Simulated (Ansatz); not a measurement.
The cluster Si₃B⁻. Charge -1, multiplicity 1. Geometry PBE0-D4/def2-TZVPD, basis def2-TZVPD, Ansatz.

Cartesian coordinates in Å:
```
B 0.6516 0.1931 -0.3801
Si -0.3200 -0.9264 -1.5465
Si 0.7461 1.0624 1.2912
Si -1.0778 -0.3290 0.6355
```

| run | HOMO (eV) | LUMO (eV) |
| --- | --- | --- |
| A | -0.63 | 0.74 |
| B | -1.31 | 1.41 |
| C | -1.95 | 2.30 |
| D | -3.27 | 3.25 |

The structure comes from a short search, and lower isomers may exist.

The runs used BHLYP, PBE0, r2SCAN, ωB97X-V. Estimate which is which.

A r2SCAN (0 % exact exchange); B PBE0 (25 % exact exchange); C BHLYP (50 % exact exchange); D ωB97X-V (range-separated). Exact exchange lowers occupied and raises empty levels; among semilocal functionals meta-GGAs tend to open the gap a little, and such runs are hard to tell apart. The gap grows from 1.37 eV (r2SCAN) to 6.52 eV (ωB97X-V).
